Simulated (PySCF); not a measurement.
**Question.** What does the GFN2-xTB structure of `C(C/C(C#N)=C(\F)[O-])#C` look like in three dimensions? (Charge -1.)

**Answer.** 
```xyz
12
C6H3FNO angstrom
C      2.445   -0.553    0.793
C      1.475   -0.606    0.094
C      0.272   -0.628   -0.717
C     -0.734    0.394   -0.221
C     -0.574    1.694   -0.666
N     -0.397    2.755   -1.098
C     -1.755    0.089    0.651
O     -2.646    0.727    1.164
F     -1.755   -1.330    0.992
H      3.292   -0.503    1.411
H     -0.166   -1.629   -0.671
H      0.544   -0.410   -1.758
```

Any rigid rotation of these coordinates is as good. Atoms count from 1 in this order. The 5 C–C bonds span 1.198 Å (C1≡C2, drawn triple) to 1.517 Å (C3–C4, drawn single), a spread of 0.319 Å. C7 (vinylic C–F carbon) is planar (angles 134.2°, 114.4° and 111.4°, sum 360.0°, 0.01 Å off the plane of its three neighbours). Of the pairs four or more bonds apart, F9···H11 is among the closest relative to their van der Waals radii: 2.32 Å, 87 % of the sum of Bondi's values. C4 (carbon bonded to 3 C) is planar (angles 123.3°, 119.9° and 116.8°, sum 360.0°, 0.01 Å off the plane of its three neighbours).

Bonds between heavy atoms (Å): C1≡C2 1.198, C2–C3 1.451, C3–C4 1.517, C4–C5 1.383, C5≡N6 1.159, C4=C7 1.377, C7–O8 1.210, C7–F9 1.459.

Computed geometry: GFN2-xTB, gas phase.

Point group: C1 (no symmetry element, even within 0.4 Å). No frequency check. Torsions: C2–C3–C4–C5 84°.

One conformer stands for the species.
